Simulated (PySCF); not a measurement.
Two probes of the same atoms: core binding energy and nuclear shielding

C5H6OS.
SMILES with atom numbers: `[CH3:1][O:2][c:3]1[cH:4][cH:5][s:6][cH:7]1`

Binding energies: delta-SCF UKS SCAN, pcX-2 on the ionised atom, pcseg-1 elsewhere, spin-free X2C in PySCF 2.14.0. Shieldings: GIAO HF/pcSseg-2, non-relativistic, same geometry.

```tsv
atom	isotropic shielding (ppm)
C1	138.4
C3	24.0
C4	63.5
C5	46.6
C7	87.5
```

Q: What are the C 1s binding energies of these atoms?

A: 
| atom | environment | C 1s (eV) | isotropic shielding (ppm) |
| --- | --- | --- | --- |
| C4 | aromatic CH carbon | 290.21 | 63.5 |
| C7 | aromatic CH next to a ring sulfur | 290.33 | 87.5 |
| C5 | aromatic CH next to a ring sulfur | 290.64 | 46.6 |
| C3 | aromatic carbon bearing oxygen | 291.90 | 24.0 |
| C1 | methoxy carbon | 292.55 | 138.4 |

Q: Among the listed atoms, is the one with the highest binding energy also the least shielded?

A: No. The highest binding energy is at C1 (292.55 eV, shielding 138.4 ppm), the lowest shielding at C3 (24.0 ppm, 291.90 eV).

By binding energy: C4 < C7 < C5 < C3 < C1. By shielding: C3 < C5 < C4 < C7 < C1.

Isolated species at its PBE0-D3(BJ)/def2-SVP geometry (one conformer only).

The values belong to the conformer `[CH3:1][O:2][c:3]1[cH:4][cH:5][s:6][cH:7]1`: C1–O2–C3–C4 179°.
